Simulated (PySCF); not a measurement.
Te(OH)(SMe) (CH4OSTe), SMILES CS[Te]O. Atoms are numbered in the order given.

```xyz
8

Te     0.4182     0.2101     0.5983
O      1.3449     1.4381    -0.6826
H      0.7169     2.1381    -0.9035
S     -0.7183    -1.2936    -0.8521
C     -2.3050    -0.4775    -1.2056
H     -2.8462    -0.2350    -0.2815
H     -2.8948    -1.1997    -1.7902
H     -2.1579     0.4291    -1.8075
```
Charge 0, spin multiplicity 1.

The structure is a stationary point at PBE0-D3(BJ)/def2-SVP. The def2 effective core potentials stand for the cores of Te; spin–orbit coupling is left out. One conformer was computed; it need not be the lowest.

Level of theory: PySCF with PBE/def2-TZVP.

ESP charges are fitted to the potential on shells at 1.4 to 2.0 van der Waals radii. Atomic charges (e):

```tsv
atom	Mulliken	ESP fit	Löwdin
Te1	0.29	0.17	0.26
O2	-0.53	-0.51	-0.38
H3	0.31	0.38	0.14
S4	-0.16	-0.10	0.21
C5	-0.33	-0.38	-0.56
H6	0.15	0.11	0.11
H7	0.14	0.19	0.12
H8	0.14	0.14	0.11
```

Computed Mayer and Wiberg (Löwdin basis) orders of the bonds:
```json
[
 {"bond": "Te1–O2", "Mayer": "0.98", "Wiberg": "1.43"},
 {"bond": "O2–H3", "Mayer": "0.90", "Wiberg": "1.09"},
 {"bond": "Te1–S4", "Mayer": "1.28", "Wiberg": "1.66"},
 {"bond": "S4–C5", "Mayer": "1.03", "Wiberg": "1.52"},
 {"bond": "C5–H6", "Mayer": "0.95", "Wiberg": "0.94"},
 {"bond": "C5–H7", "Mayer": "0.94", "Wiberg": "0.93"},
 {"bond": "C5–H8", "Mayer": "0.96", "Wiberg": "0.94"}
]
```
